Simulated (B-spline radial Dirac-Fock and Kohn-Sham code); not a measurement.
## Ir³⁺ 4f7/2: cross section and angular parameters

System: the Ir³⁺ ion, [Xe] 4f14 5d6; threshold 107.3 eV (orbital energy of the model). These are calculated numbers from a B-spline atomic structure program; the model is Dirac-Hartree-Slater photoionisation with a Latter tail; cross sections with all multipoles, angular parameters from the dipole term and its interference with E2.

For linearly polarised light dσ/dΩ = σ/(4π) [1 + β P₂(cos θ) + (δ + γ cos²θ) sin θ cos φ], with θ from the polarisation vector and φ the angle between the beam and the projection of the electron momentum on the plane normal to the polarisation.

| hν (eV) | σ (kb) | β | γ | δ |
| --- | --- | --- | --- | --- |
| 124 | 689 | 1.704 | 0.022 | 0.002 |
| 200 | 2870 | 0.297 | -0.002 | 0.012 |
| 246 | 3310 | 0.291 | -0.004 | 0.015 |
| 300 | 3190 | 0.366 | -0.004 | 0.018 |
| 506 | 1670 | 0.663 | 0.007 | 0.031 |
| 717 | 806 | 0.844 | 0.037 | 0.043 |
| 800 | 617 | 0.891 | 0.053 | 0.048 |
| 1253.6 | 179 | 1.024 | 0.176 | 0.073 |
| 1320 | 153 | 1.032 | 0.197 | 0.076 |
| 1486.9 | 106 | 1.047 | 0.250 | 0.085 |
| 2170 | 30.8 | 1.049 | 0.465 | 0.118 |
| 2330 | 24.1 | 1.042 | 0.513 | 0.126 |
| 3310 | 6.85 | 0.982 | 0.765 | 0.172 |
| 3710 | 4.47 | 0.955 | 0.851 | 0.191 |
| 4510 | ? | ? | ? | ? |
| 4520 | 2.10 | 0.903 | 0.999 | 0.228 |
| 4560 | 2.03 | 0.900 | 1.006 | 0.230 |
| 8047.8 | 0.205 | 0.729 | 1.410 | 0.384 |
| 11500 | 0.0445 | 0.622 | 1.635 | 0.524 |
| 12000 | 0.0370 | 0.609 | 1.659 | 0.543 |

Task: Give the values at 4510 eV.

Result: σ = 2.12 kb, β = 0.903, γ = 0.998, δ = 0.228.
